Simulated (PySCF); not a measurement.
**Molecular orbitals of ZnBr**

LDA at R = 2.325 Å; basis Zn pcseg-1, Br pcseg-1; no relativity; PySCF 2.14. State: ²Σ⁺ (doublet), unpaired electrons σ ↑. Only the outer orbitals are listed, counted within each symmetry.

| spin | orbital | occ. | ε (eV) | on Zn (%) | main shells (%) |
| --- | --- | --- | --- | --- | --- |
| α | 14σ | 1 | -8.85 | 43 | 55 Br p, 38 Zn s |
| α | 7π | 1 | -6.74 | 4 | 96 Br p |
| α | 7π | 1 | -6.74 | 4 | 96 Br p |
| α | 15σ | 1 | -5.53 | 73 | 58 Zn s, 27 Br p, 14 Zn p |
| α | 8π | 0 | 0.05 | 94 | 94 Zn p |
| α | 8π | 0 | 0.05 | 94 | 94 Zn p |
| α | 16σ | 0 | 2.17 | 90 | 82 Zn s |
| β | 14σ | 1 | -8.53 | 40 | 58 Br p, 34 Zn s |
| β | 7π | 1 | -6.64 | 3 | 97 Br p |
| β | 7π | 1 | -6.64 | 3 | 97 Br p |
| β | 15σ | 0 | -4.71 | 76 | 65 Zn s, 25 Br p, 10 Zn p |
| β | 8π | 0 | 0.67 | 94 | 94 Zn p |
| β | 8π | 0 | 0.67 | 94 | 94 Zn p |

Q: Which are the highest filled and the lowest empty level, where do they sit, and how wide is the gap?

A: Highest filled α 15σ at -5.53 eV (in %: 58 Zn s, 27 Br p, 14 Zn p); lowest empty β 15σ at -4.71 eV (in %: 65 Zn s, 25 Br p, 10 Zn p); the gap at LDA is 0.82 eV.

```
bond order (Mayer)                               : 0.94
⟨S²⟩                                             : 0.751
charge on Zn (Mulliken, basis-dependent)         : 0.34
charge on Zn (Löwdin, basis-dependent)           : 0.28
dipole moment (positive dipole means Zn(−)Br(+)) : -3.00 D
polarisability along the bond                    : 54.6 bohr³
polarisability across the bond                   : 24.7 bohr³
```

Spin–orbit coupling is left out. The state is the lowest determinant that a PBE0 search found; another state may lie lower at other levels.
